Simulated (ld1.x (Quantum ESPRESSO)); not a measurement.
Configuration tests for S (RRKJ)

```json
{
  "Element": "S",
  "Generator": "ld1.x (Quantum ESPRESSO) 7.5",
  "Type": "norm-conserving RRKJ (Kleinman–Bylander form)",
  "Functional": "LDA (PZ)",
  "Relativity": "scalar-relativistic",
  "Frozen core": "[Ne]",
  "Valence charge": "6",
  "Reference configuration": "3s1.5 3p4.5",
  "Partial waves": "3p (bound): rc 1.15 bohr; 3s (bound): rc 1.25 bohr",
  "Local potential": "the s channel",
  "Core correction": "a·sin(br)/r model core inside 1.05 bohr"
}
```

Energies are relative to the spin-unpolarised reference configuration 3s1.5 3p4.5; without spin polarisation the order of configurations can differ from experiment. Spin-polarised rows fill each open shell by Hund’s rule, majority spin first.

| valence configuration | charge | ΔE all-electron (eV) | error AE − PS (meV) |
| --- | --- | --- | --- |
| 3s2 3p4 | 0 | -5.103 | +0.8 |
| 3s2 3p3 | +1 | 6.759 | +2.8 |
| 3s2 3p2 | +2 | 29.133 | +21 |
| 3s2 3p4.3 | -0.3 | -6.844 | +1.4 |
| 3s2 3p1 | +3 | 63.290 | +72 |
| 3s0 3p6 | 0 | 15.503 | +5.6 |
| 3s1.5 3p4.5 (spin-polarised) | 0 | -0.775 | +20 |
| 3s2 3p4 (spin-polarised) | 0 | -5.809 | +15 |

(1) What are ΔE and the potential's error for 3s1 3p5?

## Answers

(1) ΔE = 5.136 eV all-electron; the error (AE − PS) is +0.5 meV.
